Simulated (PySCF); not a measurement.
H3O4S, SMILES O=S(O)(O)=[OH+], charge +1.

Coordinates come from a B3LYP-D3(BJ)/def2-SVP optimisation. The isomer is the one that the SMILES or the coordinates give; other isomers of the formula were not compared. Other conformers were not sampled.

Method: B3LYP-D3(BJ)/def2-SVP (PySCF).

Frequencies are harmonic and unscaled.

Modes within 1.5 cm⁻¹ of each other (mostly degenerate sets) share a row, with their intensities summed.

Computed vibrational spectrum:
```tsv
mode	ν (cm⁻¹)	IR (km/mol)	moving atoms (share of kinetic energy)
1–2	220	199.2	H 75 %, O 25 %
3	371	161.2	H 90 %
4–5	395	112.6	O 75 %, H 25 %
6–7	479	88.2	O 69 %, S 21 %, H 10 %
8	484	14.2	O 72 %, S 19 %, H 9 %
9	844	27.3	O 93 %
10–11	941	654.1	O 56 %, S 25 %, H 19 %
12	1092	98.1	H 88 %, O 12 %
13–14	1126	112.3	H 67 %, S 21 %, O 12 %
15	1391	234.6	O 57 %, S 42 %
16–17	3630	1047.4	H 94 %
18	3644	32.9	H 94 %
```
